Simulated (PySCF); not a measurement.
Numbering as in the mapped SMILES `[CH2:1]=[CH:2][CH2:3]/[CH:4]=[CH:5]/[C:6]([F:7])([F:8])[C:9]([F:10])([F:11])[F:12]`. Hydrogens are named by the atom that carries them. Ha(C1) is cis to C3; Hb(C1) is trans to C3.

GIAO PBE0/pcSseg-1 shifts (PySCF, gas phase, non-relativistic, equivalent atoms averaged), each against references optimised in the same way as the molecule (TMS, CFCl3).

On the GFN2-xTB geometry: C4 151.2, C2 143.7, C9 129.1, C5 126.7, C1 125.2, C6 120.6, C3 44.7, F10/F11/F12 -97.7, F7/F8 -139.8, H(C4) 6.59, H(C2) 5.96, H(C5) 5.93, Ha(C1) 5.62, Hb(C1) 5.49, H(C3) 3.08 ppm.

What changes on the PBE0-D3(BJ)/def2-SVP geometry?

Answers


```json
{"atoms": "C4", "δ (ppm)": "150.7", "change": "-0.5"}
{"atoms": "C2", "δ (ppm)": "143.9", "change": "+0.2"}
{"atoms": "C9", "δ (ppm)": "124.8", "change": "-4.3"}
{"atoms": "C5", "δ (ppm)": "126.5", "change": "-0.2"}
{"atoms": "C1", "δ (ppm)": "126.6", "change": "+1.4"}
{"atoms": "C6", "δ (ppm)": "115.5", "change": "-5.1"}
{"atoms": "C3", "δ (ppm)": "42.7", "change": "-2.0"}
{"atoms": "F10/F11/F12", "δ (ppm)": "-97.7", "change": "+0.0"}
{"atoms": "F7/F8", "δ (ppm)": "-138.1", "change": "+1.7"}
{"atoms": "H(C4)", "δ (ppm)": "6.43", "change": "-0.16"}
{"atoms": "H(C2)", "δ (ppm)": "5.83", "change": "-0.13"}
{"atoms": "H(C5)", "δ (ppm)": "5.76", "change": "-0.17"}
{"atoms": "Ha(C1)", "δ (ppm)": "5.57", "change": "-0.05"}
{"atoms": "Hb(C1)", "δ (ppm)": "5.47", "change": "-0.02"}
{"atoms": "H(C3)", "δ (ppm)": "2.93", "change": "-0.15"}
```

Unscaled 19F shifts against computed CFCl3 carry errors that often reach 10 to 50 ppm.

Bonds between heavy atoms that differ most (equivalent bonds averaged): C1–C2 1.319 → 1.333 Å, C6–C9 1.555 → 1.543 Å, C4–C5 1.324 → 1.333 Å, C6–F7 1.357 → 1.350 Å, C9–F10 1.334 → 1.328 Å. Mean change of bonds to hydrogen: C–H +0.014 Å.
